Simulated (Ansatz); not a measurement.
Species: C₂H₆OS, SMILES `OCSC` (C–S–C–O torsion -65°, S–C–O–H torsion -54°) (charge 0, multiplicity 1), formula C2H6OS.

### Question
How many basis functions does Ansatz (an electronic-structure program) with frozen-core CCSD(T)/cc-pVTZ // PBE0-D3(BJ)/def2-TZVP use, how many core orbitals are frozen, and how many electrons are correlated?

### Answer
208 basis functions and 8 frozen orbitals, which leaves 26 correlated electrons. Core time is of the order of minutes.
